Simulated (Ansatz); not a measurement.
Input for Ansatz (a program for electronic structure): R-CCSD(T)/cc-pV(T+d)Z on FH3SSi (SMILES F[SiH2]S), a point of a torsion scan. Files ending in .json are basis or fitting sets from the Basis Set Exchange.

Ansatz 0.2 input:
```yaml
crystal:
  periodic: [false, false, false]
  atoms:
    - {symbol: F, position_ang: [-1.20200048, 1.34383396, -0.26737809]}
    - {symbol: Si, position_ang: [-0.53229924, -0.07784115, 0.06759254]}
    - {symbol: S, position_ang: [1.49789504, 0.35025604, 0.59873680]}
    - {symbol: H, position_ang: [-1.25042495, -0.59522928, 1.21153844]}
    - {symbol: H, position_ang: [-0.57798295, -0.83782746, -1.16209923]}
    - {symbol: H, position_ang: [1.40125523, 1.66153133, 0.43732868]}
basis:
  gaussian:
    orbitals: cc-pV_T+d_Z.json
magnetization: {spin_polarized: false}
correlation: {method: ccsd_t, electrons: outside_noble_gas}
scf: {lower_state_search: off}
```

Output:

```
WARN ansatz: RAYON_NUM_THREADS=1 ignored (pool sized by the plan → 1); use --threads N
Functional definition: HF
these checks for a lower state are left out or cut short: stability, starts, cluster_reference, orbital_swaps, neighbouring_geometries, increment
integrals: 0.35 GiB planned
882 factors; integrals over basis functions are off by at most 9.9e-4 eV
mean field: 0.39 GiB planned
mean field evaluation 1: about -21435.5441 eV, gradient 2.8e1 eV
mean field evaluation 2: about -21435.6982 eV, gradient 2.8e1 eV
mean field evaluation 4: about -21437.5233 eV, gradient 2.5e0 eV
mean field evaluation 8: about -21437.5609 eV, gradient 2.2e-1 eV
mean field -21437.56127840 eV, -787.8158460803 hartree, gradient 4.0e-6 eV, S^2 0.000000; 0 other end points of the search recorded, 0 dependent functions left out
11 core orbitals not correlated
reference -21437.56127840 eV, -787.8158460803 hartree; 10, 10 occupied and 129, 129 virtual orbitals, 882 factors
second order -15.03418491 eV of doubles, -0.00000000 eV of singles
coupled cluster: 0.88 GiB planned
cycle   1  -15.50571161 eV  change   -4.7e-1 eV  update   8.2e-2
cycle   2  -15.86816674 eV  change   -3.6e-1 eV  update   2.4e-2
cycle   3  -15.94562085 eV  change   -7.7e-2 eV  update   1.2e-2
cycle   4  -15.93730627 eV  change    8.3e-3 eV  update   2.4e-3
cycle   5  -15.93631900 eV  change    9.9e-4 eV  update   9.5e-4
cycle   6  -15.93650094 eV  change   -1.8e-4 eV  update   2.8e-4
cycle   7  -15.93630795 eV  change    1.9e-4 eV  update   1.0e-4
cycle   8  -15.93629029 eV  change    1.8e-5 eV  update   3.1e-5
cycle   9  -15.93630543 eV  change   -1.5e-5 eV  update   1.3e-5
perturbative correction -0.54704940 eV, -0.0201036947 hartree
Total energy: -21454.04463323 eV, -788.4215981976 hartree
Checks for a lower state left out: stability, starts, cluster_reference, orbital_swaps, neighbouring_geometries, increment
```

Self-consistency was reached.

Cost: very roughly 29 core-seconds.
